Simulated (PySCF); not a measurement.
Species: [Zn(CH3)(Br)] (charge 0, multiplicity 1).

Task: Give the dipole moment, charge on the central atom (Mulliken) and charge on the central atom (meta-Löwdin) at the level TPSSh-D3(BJ)/def2-TZVP // PBE-D3(BJ)/def2-SVP run with PySCF.

Result: 
| Property | Result |
|---|---|
| dipole moment | 2.39 D |
| charge on the central atom (Mulliken) | 0.42 e |
| charge on the central atom (meta-Löwdin) | 1.09 e |
